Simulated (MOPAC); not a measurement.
MOPAC input (AM1):

```
AM1 FORCE THERMO(298,298) PRECISE LET GEO-OK AUX(PRECISION=9) THREADS=1
C3H6S

C     0.00087069 1    1.28310444 1    0.33308839 1
C    -1.15201877 1    0.30549002 1    0.10922180 1
S    -0.00063886 1   -1.05384265 1   -0.20464212 1
C     1.15249515 1    0.30460265 1    0.10659391 1
H     0.00222255 1    1.71858926 1    1.36032777 1
H     0.00034489 1    2.12379121 1   -0.40048010 1
H    -1.78972544 1    0.54596180 1   -0.76475789 1
H    -1.78822107 1    0.13950711 1    1.00141801 1
H     1.78841949 1    0.54458018 1   -0.76880773 1
H     1.79058952 1    0.13811934 1    0.99734364 1
```

From the output:

```
     H   10   0.006353   0.003310   0.554205   5.512344

          HEAT OF FORMATION =       7.191544 KCALS/MOLE

          ZERO POINT ENERGY      52.894 KCAL/MOL

           NORMAL COORDINATE ANALYSIS (Total motion = 1 Angstrom)

   Root No.       1         2         3         4         5         6         7         8

                 1 B1      1 A1      1 B2      2 B1      1 A2      2 A1      3 B1      2 A2

                 165.1     613.0     672.0     786.4     817.4     818.9     890.4     965.6

           1    0.0000   -0.0694   -0.0104    0.0000   -0.0000   -0.0490   -0.0000   -0.0000
           2   -0.0000   -0.0797    0.0091   -0.0000    0.0000   -0.0563    0.0000    0.0000
           3   -0.0457   -0.0000   -0.0000   -0.0232   -0.0000    0.0000    0.0177   -0.0000
           4   -0.0000   -0.0875   -0.0022    0.0000    0.0000   -0.0263    0.0000   -0.0000
           5    0.0000   -0.0227    0.1501   -0.0000   -0.0000    0.1117   -0.0000   -0.0000
           6    0.0491   -0.0000   -0.0000   -0.0197   -0.0348   -0.0000   -0.0217    0.0072
           7    0.0000    0.0725    0.0639   -0.0000    0.0000   -0.0199   -0.0000    0.0000
           8   -0.0000    0.0832   -0.0557    0.0000   -0.0000   -0.0228    0.0000   -0.0000
           9   -0.0254    0.0000    0.0000    0.0080    0.0000   -0.0000    0.0113    0.0000
          10   -0.0000   -0.0105   -0.1490    0.0000   -0.0000    0.1143    0.0000    0.0000
          11    0.0000   -0.0898   -0.0184   -0.0000    0.0000   -0.0107   -0.0000    0.0000
          12    0.0491    0.0000   -0.0000   -0.0197    0.0348    0.0000   -0.0217   -0.0072
          13   -0.0651   -0.0797    0.0551    0.0978    0.0658   -0.0452   -0.0585   -0.0790
          14   -0.0748   -0.0915   -0.0480    0.1123   -0.0573   -0.0519   -0.0672    0.0688
          15   -0.1185   -0.0079    0.0000    0.0960    0.0000   -0.0020   -0.0554   -0.0000
          16    0.0651   -0.0797    0.0551   -0.0978   -0.0658   -0.0452    0.0585    0.0790
          17    0.0748   -0.0915   -0.0480   -0.1123    0.0573   -0.0519    0.0672   -0.0688
          18   -0.1185    0.0079    0.0000    0.0960   -0.0000    0.0020   -0.0554    0.0000
          19    0.0627   -0.0894    0.0032    0.0864    0.0534   -0.0012   -0.0864   -0.1613
          20   -0.0466    0.0014    0.1131   -0.0873   -0.1619    0.1319   -0.1566   -0.1043
          21    0.1044   -0.0097    0.0117    0.0747    0.0814   -0.0002    0.0140   -0.0272
          22   -0.0627   -0.0894    0.0032   -0.0864   -0.0534   -0.0012    0.0864    0.1613
          23    0.0466    0.0014    0.1131    0.0873    0.1619    0.1319    0.1566    0.1043
          24    0.1044    0.0097   -0.0117    0.0747    0.0814    0.0002    0.0140   -0.0272
          25   -0.0548    0.0136   -0.1116   -0.0984    0.1677    0.1308   -0.1433    0.0812
          26    0.0557   -0.0884   -0.0187    0.0736   -0.0306    0.0169   -0.1071    0.1741
          27    0.1044   -0.0097   -0.0117    0.0747   -0.0814   -0.0001    0.0140    0.0272
          28    0.0548    0.0136   -0.1116    0.0984   -0.1677    0.1309    0.1433   -0.0812
          29   -0.0557   -0.0884   -0.0187   -0.0736    0.0306    0.0169    0.1071   -0.1741
          30    0.1044    0.0097    0.0116    0.0747   -0.0814    0.0002    0.0140    0.0272

   Root No.       9        10        11        12        13        14        15        16

                 3 A2      3 A1      4 B1      2 B2      3 B2      4 A1      4 B2      5 B2

                1117.7    1132.8    1151.1    1154.0    1196.5    1266.9    1333.8    1392.5

           1    0.0000   -0.0337   -0.0000    0.0288    0.0382   -0.0421    0.0801   -0.0040
           2   -0.0000   -0.0387    0.0000   -0.0251   -0.0332   -0.0483   -0.0697    0.0035
           3   -0.0000    0.0000    0.0671    0.0000    0.0000   -0.0000    0.0000   -0.0000
           4   -0.0000    0.0269    0.0000   -0.0286   -0.0637    0.0562   -0.0183   -0.0256
           5    0.0000   -0.0332   -0.0000    0.0080   -0.0255    0.0185    0.0223    0.0112
           6    0.0321    0.0000   -0.0361    0.0000   -0.0000    0.0000   -0.0000   -0.0000
           7   -0.0000    0.0030   -0.0000   -0.0032    0.0050    0.0043   -0.0003   -0.0013
           8    0.0000    0.0035    0.0000    0.0028   -0.0043    0.0049    0.0002    0.0011
           9    0.0000   -0.0000    0.0007   -0.0000    0.0000   -0.0000   -0.0000   -0.0000
          10    0.0000   -0.0366    0.0000   -0.0118    0.0165    0.0106   -0.0246   -0.0146
          11   -0.0000    0.0221   -0.0000    0.0272    0.0666    0.0582    0.0151    0.0238
          12   -0.0321   -0.0000   -0.0361   -0.0000   -0.0000   -0.0000   -0.0000   -0.0000
          13    0.2216   -0.0324   -0.0879    0.1429    0.0437   -0.0610   -0.2049    0.0042
          14   -0.1930   -0.0372   -0.1009   -0.1245   -0.0380   -0.0701    0.1785   -0.0037
          15    0.0000   -0.0025   -0.0410    0.0000    0.0000   -0.0276   -0.0000    0.0000
          16   -0.2216   -0.0324    0.0879    0.1429    0.0437   -0.0611   -0.2049    0.0042
          17    0.1930   -0.0372    0.1009   -0.1245   -0.0380   -0.0701    0.1785   -0.0037
          18   -0.0000    0.0025   -0.0410    0.0000    0.0000    0.0276   -0.0000    0.0000
          19   -0.0856    0.1550    0.1399   -0.0963    0.0738   -0.0094   -0.0534    0.1553
          20    0.0021    0.1097    0.0235   -0.0866    0.1546   -0.1473   -0.0489   -0.1037
          21   -0.0155   -0.0022    0.0300    0.0081   -0.0198    0.0452    0.0101    0.1368
          22    0.0856    0.1550   -0.1399   -0.0963    0.0738   -0.0094   -0.0534    0.1553
          23   -0.0021    0.1097   -0.0235   -0.0866    0.1546   -0.1473   -0.0489   -0.1037
          24   -0.0155    0.0022    0.0300   -0.0081    0.0198   -0.0452   -0.0101   -0.1368
          25   -0.0139    0.0874    0.0041    0.0726   -0.1430   -0.1446    0.0411    0.1241
          26    0.0845    0.1686    0.1418    0.1073   -0.0943   -0.0295    0.0596   -0.1396
          27    0.0155   -0.0022    0.0300   -0.0081    0.0198    0.0452   -0.0101   -0.1368
          28    0.0138    0.0874   -0.0041    0.0726   -0.1430   -0.1446    0.0411    0.1240
          29   -0.0845    0.1686   -0.1418    0.1073   -0.0943   -0.0295    0.0596   -0.1396
          30    0.0155    0.0022    0.0300    0.0081   -0.0198   -0.0452    0.0101    0.1368

   Root No.      17        18        19        20        21        22        23        24

                 5 A1      6 A1      5 B1      4 A2      6 B1      7 A1      6 B2      8 A1

                1403.0    1426.9    3057.2    3093.7    3100.3    3130.4    3155.4    3158.8

           1   -0.0119   -0.0292    0.0000   -0.0000    0.0000   -0.0222   -0.0018   -0.0032
           2   -0.0136   -0.0336   -0.0000    0.0000   -0.0000   -0.0255    0.0015   -0.0037
           3   -0.0000   -0.0000   -0.0373    0.0000   -0.0139   -0.0000   -0.0000    0.0000
           4   -0.0235    0.0291   -0.0000   -0.0000    0.0000    0.0008   -0.0146   -0.0141
           5    0.0094   -0.0080    0.0000    0.0000   -0.0000   -0.0034    0.0138    0.0129
           6   -0.0000    0.0000    0.0103    0.0300   -0.0239   -0.0000   -0.0000   -0.0000
           7    0.0013    0.0006    0.0000    0.0000    0.0000    0.0001   -0.0004    0.0003
           8    0.0015    0.0007   -0.0000   -0.0000   -0.0000    0.0002    0.0004    0.0003
           9    0.0000   -0.0000    0.0001   -0.0000   -0.0003    0.0000   -0.0000   -0.0000
          10    0.0126   -0.0119   -0.0000    0.0000    0.0000   -0.0035   -0.0157    0.0147
          11   -0.0220    0.0277    0.0000   -0.0000   -0.0000    0.0004    0.0125   -0.0122
          12    0.0000   -0.0000    0.0103   -0.0300   -0.0239   -0.0000    0.0000    0.0000
          13    0.1000    0.0986   -0.1216    0.0017   -0.0429    0.1447    0.0002    0.0181
          14    0.1148    0.1132   -0.1396   -0.0015   -0.0492    0.1660   -0.0002    0.0208
          15    0.1173    0.1282    0.2359    0.0000    0.0806   -0.3226   -0.0000   -0.0394
          16    0.1000    0.0986    0.1215   -0.0017    0.0429    0.1446    0.0002    0.0181
          17    0.1148    0.1132    0.1396    0.0015    0.0492    0.1661   -0.0002    0.0208
          18   -0.1172   -0.1282    0.2359   -0.0000    0.0806    0.3226   -0.0000    0.0394
          19    0.0876   -0.0895    0.0359    0.1021   -0.0802   -0.0174    0.0949    0.0853
          20   -0.0609    0.0408   -0.0359   -0.0979    0.0764    0.0166   -0.0906   -0.0816
          21    0.0846   -0.0769   -0.0689   -0.1862    0.1453    0.0374   -0.1998   -0.1798
          22    0.0876   -0.0895   -0.0359   -0.1020    0.0802   -0.0174    0.0949    0.0853
          23   -0.0610    0.0408    0.0359    0.0979   -0.0763    0.0166   -0.0906   -0.0815
          24   -0.0846    0.0769   -0.0689   -0.1863    0.1453   -0.0374    0.1998    0.1798
          25   -0.0724    0.0527   -0.0405    0.1110    0.0866    0.0188    0.1028   -0.0925
          26    0.0785   -0.0831    0.0306   -0.0877   -0.0690   -0.0149   -0.0816    0.0733
          27    0.0846   -0.0769   -0.0689    0.1863    0.1453    0.0374    0.1999   -0.1798
          28   -0.0724    0.0527    0.0405   -0.1110   -0.0866    0.0188    0.1028   -0.0925
          29    0.0784   -0.0831   -0.0306    0.0877    0.0690   -0.0149   -0.0816    0.0733
          30   -0.0846    0.0769   -0.0689    0.1862    0.1453   -0.0374   -0.1998    0.1798

           MASS-WEIGHTED COORDINATE ANALYSIS (NORMAL COORDINATES)

   Root No.       1         2         3         4         5         6         7         8

                 1 B1      1 A1      1 B2      2 B1      1 A2      2 A1      3 B1      2 A2

                 165.1     613.0     672.0     786.4     817.4     818.9     890.4     965.6

           1    0.0000   -0.2717   -0.0396    0.0000   -0.0000   -0.2422   -0.0000   -0.0000
           2   -0.0000   -0.3119    0.0345   -0.0000    0.0000   -0.2780    0.0000    0.0000
           3   -0.3376   -0.0000   -0.0000   -0.1980   -0.0000    0.0000    0.1481   -0.0000
           4   -0.0000   -0.3426   -0.0085    0.0000    0.0000   -0.1300    0.0000   -0.0000
           5    0.0000   -0.0890    0.5686   -0.0000   -0.0000    0.5517   -0.0000   -0.0000
           6    0.3628   -0.0000   -0.0000   -0.1682   -0.2780   -0.0000   -0.1815    0.0598
           7    0.0000    0.4638    0.3956   -0.0000    0.0000   -0.1604   -0.0000    0.0000
           8   -0.0000    0.5324   -0.3446    0.0000   -0.0000   -0.1842    0.0000   -0.0000
           9   -0.3059    0.0000    0.0001    0.1116    0.0000   -0.0000    0.1551    0.0000
          10   -0.0000   -0.0412   -0.5644    0.0000   -0.0000    0.5643    0.0000    0.0000
          11    0.0000   -0.3516   -0.0696   -0.0000    0.0000   -0.0531   -0.0000    0.0000
          12    0.3628    0.0000   -0.0001   -0.1682    0.2780    0.0001   -0.1815   -0.0598
          13   -0.1392   -0.0904    0.0605    0.2422    0.1522   -0.0647   -0.1420   -0.1895
          14   -0.1599   -0.1038   -0.0527    0.2780   -0.1326   -0.0743   -0.1630    0.1650
          15   -0.2534   -0.0090    0.0000    0.2376    0.0000   -0.0028   -0.1344   -0.0000
          16    0.1393   -0.0904    0.0605   -0.2422   -0.1523   -0.0647    0.1420    0.1895
          17    0.1599   -0.1038   -0.0527   -0.2780    0.1326   -0.0743    0.1630   -0.1650
          18   -0.2533    0.0090    0.0000    0.2376   -0.0000    0.0028   -0.1344    0.0000
          19    0.1340   -0.1014    0.0035    0.2139    0.1234   -0.0017   -0.2098   -0.3870
          20   -0.0996    0.0016    0.1241   -0.2162   -0.3745    0.1887   -0.3801   -0.2503
          21    0.2233   -0.0110    0.0128    0.1850    0.1883   -0.0002    0.0339   -0.0654
          22   -0.1341   -0.1014    0.0035   -0.2140   -0.1235   -0.0017    0.2097    0.3870
          23    0.0997    0.0016    0.1241    0.2162    0.3745    0.1888    0.3801    0.2503
```
